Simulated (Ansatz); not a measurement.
Frontier orbitals of `F[B](F)[AlH2]`.

Charge 0, multiplicity 1. All single points use the PBE0-D4/def2-TZVP geometry. Basis def2-TZVPP, the Gaussian-basis code of Ansatz.

| functional | HOMO (eV) | LUMO (eV) | gap (eV) |
| --- | --- | --- | --- |
| LDA (SPW92) | -6.97 | -3.04 | 3.93 |
| PBE | -6.86 | -2.79 | 4.07 |
| PBE0 | -8.15 | -2.02 | 6.13 |
| r2SCAN0 | -8.33 | -1.84 | 6.49 |
| CAM-B3LYP | -9.55 | -1.11 | 8.44 |
| ωB97M-V | -10.30 | -0.40 | 9.90 |

What is the vertical ionisation energy at frozen-core CCSD(T)/CBS(def2)? (Best estimate.)

Ansatz gave: 10.84 eV (T1 of the cation 0.022).

From PBE to PBE0 the HOMO moves by −1.30 eV and the LUMO by +0.77 eV, and with ωB97M-V by −3.45 and +2.38 eV, so the gap grows from 4.07 to 9.90 eV with exact exchange. −ε(HOMO) differs from that ionisation energy by −3.98 eV with PBE and −0.53 eV with ωB97M-V.
